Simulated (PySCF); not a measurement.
Excitation energy of F²⁺ by level of theory

F²⁺ [He] 2s2 2p3 (4S) → F²⁺ [He] 2s1 2p3 3d1 (6D), as a difference of total energies. Calculation: PySCF 2.14, in dyall-av3z; no relativity, point nucleus. Correlated levels: valence: 1s2 frozen; virtual orbitals above 40 to 60 times the deepest correlated orbital energy dropped. The calculations carry no spin-orbit coupling.

```json
{"method": "UHF", "excitation energy (eV)": "57.621"}
{"method": "LDA", "excitation energy (eV)": "59.187"}
{"method": "PBE", "excitation energy (eV)": "58.971"}
{"method": "PBE0", "excitation energy (eV)": "59.108"}
{"method": "r2SCAN", "excitation energy (eV)": "58.640"}
{"method": "MN15", "excitation energy (eV)": "59.232"}
{"method": "revPBE", "excitation energy (eV)": "58.962"}
{"method": "r2SCANh", "excitation energy (eV)": "58.734"}
{"method": "PW91", "excitation energy (eV)": "59.060"}
{"method": "MP2 (valence)", "excitation energy (eV)": "59.489"}
{"method": "SCS-MP2 (valence)", "excitation energy (eV)": "60.005"}
```

How much does correlation contribute at MP2 (valence)?

59.489 − (57.621) = 1.868 eV, measured against UHF.

The promoted electron is Rydberg-like, and one or two diffuse shells describe it only roughly, which tends to raise the upper state.
